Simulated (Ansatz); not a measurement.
A first, cheap relaxation of C₂H₄FNOSi, SMILES `FC1N=C[SiH2]O1`.

```yaml
crystal:
  periodic: [false, false, false]
  atoms:
    - {symbol: F, position_ang: [-2.138400, 0.520000, 0.442500]}
    - {symbol: C, position_ang: [-1.038700, -0.030500, 0.842500]}
    - {symbol: N, position_ang: [-0.848000, -1.226900, -0.031100]}
    - {symbol: C, position_ang: [0.299100, -1.007600, -0.758400]}
    - {symbol: Si, position_ang: [1.023200, 0.614600, -0.409400]}
    - {symbol: O, position_ang: [-0.035100, 1.021000, 0.839000]}
    - {symbol: H, position_ang: [-1.155100, -0.352900, 1.882500]}
    - {symbol: H, position_ang: [0.643800, -1.715600, -1.504900]}
    - {symbol: H, position_ang: [2.408700, 0.521500, 0.177200]}
    - {symbol: H, position_ang: [0.923500, 1.605200, -1.477000]}
basis:
  gaussian: {orbitals: def2-SVP}
hamiltonian: {xc: pbe, dispersion: d4}
relax: {f_tol: 0.03, max_steps: 200}
```

```sh
$ ansatz run in.yaml --threads 4 --pin off --events-out ev --progress --plain --max-ram 10444MiB
```

It prints (some lines left out):

```
Functional definition: PBE
mean field -16248.03182498 eV, -597.1041562564 hartree, gradient 7.6e-6 eV, S^2 0.000000; 0 other end points of the search recorded, 0 dependent functions left out
relax step   1: F+E_penalty+E_count = -16248.26912172 eV  Δ(F+E_penalty+E_count) = +0.000e0 eV  max|allowed force component| = 4.263e0 eV/Å  Δτ_max = 0.0000 Å  (29 SCF iters, accepted)
mean field -16248.54958589 eV, -597.1231836191 hartree, gradient 1.4e-5 eV, S^2 0.000000; 0 other end points of the search recorded, 0 dependent functions left out
relax step   2: F+E_penalty+E_count = -16248.78529554 eV  Δ(F+E_penalty+E_count) = -5.162e-1 eV  max|allowed force component| = 1.596e0 eV/Å  Δτ_max = 0.1038 Å  (31 SCF iters, accepted)
mean field -16248.65939843 eV, -597.1272191555 hartree, gradient 2.5e-5 eV, S^2 0.000000; 0 other end points of the search recorded, 0 dependent functions left out
relax step   3: F+E_penalty+E_count = -16248.89428694 eV  Δ(F+E_penalty+E_count) = -1.090e-1 eV  max|allowed force component| = 7.421e-1 eV/Å  Δτ_max = 0.0784 Å  (29 SCF iters, accepted)
mean field -16248.67944578 eV, -597.1279558818 hartree, gradient 1.4e-5 eV, S^2 0.000000; 0 other end points of the search recorded, 0 dependent functions left out
relax step   4: F+E_penalty+E_count = -16248.91420117 eV  Δ(F+E_penalty+E_count) = -1.991e-2 eV  max|allowed force component| = 2.709e-1 eV/Å  Δτ_max = 0.0403 Å  (31 SCF iters, accepted)
mean field -16248.68326136 eV, -597.1280961018 hartree, gradient 1.5e-5 eV, S^2 0.000000; 0 other end points of the search recorded, 0 dependent functions left out
relax step   5: F+E_penalty+E_count = -16248.91803128 eV  Δ(F+E_penalty+E_count) = -3.830e-3 eV  max|allowed force component| = 9.118e-2 eV/Å  Δτ_max = 0.0236 Å  (33 SCF iters, accepted)
mean field -16248.68400435 eV, -597.1281234062 hartree, gradient 1.5e-5 eV, S^2 0.000000; 0 other end points of the search recorded, 0 dependent functions left out
relax step   6: F+E_penalty+E_count = -16248.91877919 eV  Δ(F+E_penalty+E_count) = -7.479e-4 eV  max|allowed force component| = 2.799e-2 eV/Å  Δτ_max = 0.0056 Å  (34 SCF iters, accepted)
mean field -16248.68400435 eV, -597.1281234062 hartree, gradient 1.5e-5 eV, S^2 0.000000; 1 other end points of the search recorded, 0 dependent functions left out
Total energy: -16248.91881082 eV, -597.1367523850 hartree
Atom 0 at    -2.258222     0.493555     0.474595 Å, force    -0.012113    -0.005015     0.010913 eV/Å
Atom 1 at    -1.050889    -0.038438     0.852390 Å, force     0.009948     0.017456     0.009561 eV/Å
Atom 2 at    -0.785123    -1.170701    -0.035783 Å, force     0.026801     0.000511    -0.027993 eV/Å
Atom 3 at     0.261851    -1.014396    -0.766688 Å, force    -0.025602    -0.021896     0.009864 eV/Å
Atom 4 at     1.091913     0.665396    -0.399452 Å, force    -0.004407    -0.009381     0.002064 eV/Å
Atom 5 at    -0.073306     0.961577     0.801890 Å, force     0.000853     0.013481    -0.008765 eV/Å
Atom 6 at    -1.146928    -0.406336     1.899795 Å, force    -0.007891    -0.009710     0.000549 eV/Å
Atom 7 at     0.519977    -1.811382    -1.492046 Å, force     0.005201     0.014951     0.007872 eV/Å
Atom 8 at     2.467085     0.616286     0.196613 Å, force     0.001101    -0.002426     0.000032 eV/Å
Atom 9 at     1.056642     1.653239    -1.528415 Å, force     0.006107     0.002028    -0.004096 eV/Å
Dipole moment:     0.522231    -0.094774    -0.160108 e Å
```

It took 6.5 s on 4 threads of an Intel Xeon Platinum 8488C on a shared host, with 0.2 GiB of host memory at the peak.
